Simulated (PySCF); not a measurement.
Species: C6H9N.
Numbering: `[CH3:1][c:2]1[cH:3][cH:4][cH:5][n:6]1[CH3:7]` (hydrogens: H8, H9, H10 on C1; H11 on C3; H12 on C4; H13 on C5; H14, H15, H16 on C7)

Structure used (GFN2-xTB), in Å, numbered top down from 1:
```xyz
16
C6H9N angstrom
C     -1.6176   -1.0587    0.0409
C     -0.1778   -0.6849    0.0178
C      0.9411   -1.4779    0.0245
C      2.0629   -0.6276   -0.0071
C      1.5899    0.6546   -0.0315
N      0.2297    0.6177   -0.0163
C     -0.6380    1.7588   -0.0352
H     -2.1184   -0.6444    0.9174
H     -2.1342   -0.6905   -0.8469
H     -1.7115   -2.1405    0.0700
H      0.9521   -2.5501    0.0470
H      3.0920   -0.9278   -0.0097
H      2.1164    1.5889   -0.0605
H     -1.2681    1.7853    0.8581
H     -0.0379    2.6667   -0.0659
H     -1.2883    1.7391   -0.9140
```

Vertical excitations from PySCF (density fitting, frozen core in the response, grid level 2 and gas phase unless stated; continuum runs use non-equilibrium linear response for the excitations) on a GFN2-xTB geometry. Reference run:

```tsv
settings	S1, eV (f)	S2, eV (f)	S3, eV (f)	S4, eV (f)	S5, eV (f)	S6, eV (f)	T1, eV (Tamm–Dancoff)	mean α (au)
PBE0/def2-SVPD, full TDDFT, 8 singlets	5.33 (0.003)	6.14 (0.013)	6.24 (0.004)	6.26 (0.005)	6.30 (0.188)	6.55 (0.008)	4.33	76.4
```

Problem. What do these settings give: (1) LC-wPBE/6-311+G(2d,p), damping 0.3 at the start, DIIS from the seventh cycle, full TDDFT, 25 singlets; (2) wB97X/def2-SVPD, energy threshold 1e-11 Eh, full TDDFT, 6 singlets?

Solution. 
| settings | S1, eV (f) | S2, eV (f) | S3, eV (f) | S4, eV (f) | S5, eV (f) | S6, eV (f) | T1, eV (Tamm–Dancoff) | mean α (au) |
| --- | --- | --- | --- | --- | --- | --- | --- | --- |
| LC-wPBE/6-311+G(2d,p), damping 0.3 at the start, DIIS from the seventh cycle, full TDDFT, 25 singlets | 6.00 (0.005) | 6.27 (0.174) | 6.55 (0.018) | 6.76 (0.010) | 6.77 (0.003) | 6.99 (0.026) | 4.28 | 73.7 |
| wB97X/def2-SVPD, energy threshold 1e-11 Eh, full TDDFT, 6 singlets | 6.17 (0.004) | 6.41 (0.189) | 6.82 (0.011) | 6.99 (0.047) | 7.19 (0.008) | 7.33 (0.000) | – | 75.8 |

(1) S1 moves by +0.67 eV; functional and basis change together, so the shift can't be laid on one. (2) S1 moves by +0.84 eV (wB97X has range-separated exact exchange, PBE0 25 % exact exchange). States are counted by energy in each run and needn't keep their character from row to row.

All basis functions are spherical, in the Pople sets too.

Problem. Which orbital pairs make up S1 in each run, and how does it sit against the orbital gap?

Solution. 
| settings | S1 configurations (weight) | S1 (eV) | orbital gap (eV) | S1 − gap (eV) |
| --- | --- | --- | --- | --- |
| PBE0/def2-SVPD, full TDDFT, 8 singlets | H→L 0.98 | 5.33 | 6.35 | -1.02 |
| LC-wPBE/6-311+G(2d,p), damping 0.3 at the start, DIIS from the seventh cycle, full TDDFT, 25 singlets | H→L 0.61, H→L+2 0.17, H→L+7 0.15 | 6.00 | 9.85 | -3.85 |
| wB97X/def2-SVPD, energy threshold 1e-11 Eh, full TDDFT, 6 singlets | H→L 0.79, H→L+3 0.11 | 6.17 | 10.40 | -4.23 |

